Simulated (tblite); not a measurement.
Species: C4H5F2O (doublet state).
Cartesian coordinates in Å at the GFN2-xTB level; atoms count from 1:
```xyz
12
C4H5F2O angstrom
F      2.855   -0.099    0.728
C      1.780   -0.421   -0.004
C      0.457   -0.105    0.514
O     -0.498   -1.178    0.374
C     -1.481   -0.338   -0.233
C     -0.482    0.811   -0.333
F     -0.850    1.975    0.271
H      1.978   -1.075   -0.832
H      0.521    0.253    1.550
H     -1.851   -0.747   -1.174
H     -2.312   -0.131    0.446
H     -0.117    1.055   -1.332
```

Calculated harmonic vibrations of the isolated species, GFN2-xTB (tblite), most abundant isotopes, no scaling. Errors from tens to a few hundred cm⁻¹ against measured bands are possible. One conformer, not necessarily the lowest. Open shells enter through the occupations alone, without spin polarisation, and single modes of such species can be off by tens of per cent.

Harmonic wavenumbers (cm⁻¹): 62.9, 94.6, 224.5, 244.6, 323.0, 391.8, 423.6, 477.3, 705.1, 893.4, 946.8, 999.2, 1047.1, 1060.9, 1091.8, 1113.5, 1119.1, 1149.2, 1156.6, 1167.4, 1213.3, 1241.3, 1302.2, 1349.7, 1454.8, 2906.2, 2950.8, 2969.5, 2978.6, 3141.6.

A = 4481, B = 1822, C = 1405 MHz; mass 107.031 u (most abundant isotopes); point group C1, symmetry number 1; spin multiplicity 2.

Q: Zero-point energy?

A: Half the sum of the wavenumbers: 18100 cm⁻¹ = 216.53 kJ/mol.

Q: Entropy at 273.15 K, 1 bar (ideal gas, RRHO, classical rotation)?

A: Translation 165.32, rotation 114.93, vibration 63.75, spin (R ln 2) 5.76: S = 349.8 J/(mol K).

Q: And Cp and H(273.15 K) − H(0)?

A: Cp = 103.33 J/(mol K), of which vibrations give 70.07 (their classical limit is 30 R = 249.4); H(273.15 K) − H(0) = 18.55 kJ/mol without the zero-point energy, 9.47 from vibrations.

Q: Blend soft modes into free rotors: weight 1/[1 + (100 cm⁻¹/ν̃)⁴] for the oscillator and the rest for a rotor with moment μB/(μ + B), μ = h/(8π²ν), B = 10⁻⁴⁴ kg m². What vibrational entropy results?

A: 59.05 J/(mol K) in place of 63.75, which changes −T·S at 273.15 K by +1.28 kJ/mol.

Q: How do the functions run with temperature in this model?

A: 
| T (K) | S (J/(mol K)) | Cp (J/(mol K)) | H − H(0) (kJ/mol) | G − H(0) (kJ/mol) | ln q(vib) |
| --- | --- | --- | --- | --- | --- |
| 100 | 271.8 | 59.0 | 4.50 | -22.68 | 0.90 |
| 200 | 320.7 | 84.3 | 11.70 | -52.44 | 2.39 |
| 300 | 359.8 | 110.7 | 21.42 | -86.51 | 3.91 |
| 500 | 428.6 | 160.4 | 48.79 | -165.51 | 6.99 |
| 800 | 514.9 | 205.4 | 104.40 | -307.51 | 11.53 |
| 1000 | 562.8 | 223.5 | 147.40 | -415.39 | 14.37 |

q(vib) and H(0) count from the zero-point level.

Hindered rotation and anharmonicity are outside this model. Other conformers, if any are populated, would add a mixing term that is left out. The structure is chiral; the term R ln 2 for an equal mix with its mirror image is left out.
